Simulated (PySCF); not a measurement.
## ORD: SMILES [BH3-][NH2+][C@H]1C[C@H]1CF, C4H11BFN

Cartesian coordinates in Å; atom numbers follow the order of the lines, from 1:
```xyz
18

B     1.947    0.495    0.584
N     0.901    0.614   -0.702
C    -0.022   -0.470   -1.008
C    -0.312   -1.538    0.000
C    -1.364   -0.517   -0.322
C    -1.697    0.547    0.688
F    -1.930    1.750    0.040
H     2.547   -0.522    0.437
H     1.306    0.517    1.591
H     2.637    1.461    0.477
H     1.533    0.753   -1.482
H     0.393    1.484   -0.556
H    -0.004   -0.768   -2.051
H    -0.450   -2.549   -0.348
H     0.191   -1.456    0.949
H    -2.209   -0.827   -0.926
H    -2.611    0.312    1.240
H    -0.867    0.719    1.379
```

Computed with TDDFT CAM-B3LYP/def2-SVPD circular dichroism and optical rotation, one conformer, gas phase (PySCF 2.14.0). Geometry: GFN2-xTB.

The molecule is flexible and this is one conformer; a measurement averages over conformers.

Stereocentres: C3 S, C5 R.

Q: Give the optical rotatory dispersion at 633, 589.3, 546, 436, 405, 365, 355 nm.

A: [α] in deg dm⁻¹ (g/mL)⁻¹:
```
λ (nm)  origin-invariant length gauge  modified velocity gauge  length gauge (centre of mass)  isotropic polarisability (au)
   633                         +162.5                   +169.7                         +163.7                           73.5
 589.3                         +189.4                   +197.9                         +190.9                           73.8
   546                         +223.6                   +233.6                         +225.4                           74.0
   436                         +370.1                   +386.9                         +373.1                           75.2
   405                         +439.4                   +459.6                         +442.9                           75.7
   365                         +563.9                   +590.1                         +568.4                           76.6
   355                         +603.8                   +632.0                         +608.7                           76.9
```

Q: And for the mirror image at 589.3 nm?

A: -189.4 deg dm⁻¹ (g/mL)⁻¹ (origin-invariant length gauge): the same size and the opposite sign.

Q: What is the molar rotation [Φ] = [α]·M/100 of the geometry above at 589.3 nm?

A: With M = 102.95 g/mol, +195.0 deg cm² dmol⁻¹ (origin-invariant length gauge).

The first excitation lies at 7.28 eV (170 nm) with R = +6.2 × 10⁻⁴⁰ esu² cm² (velocity form).
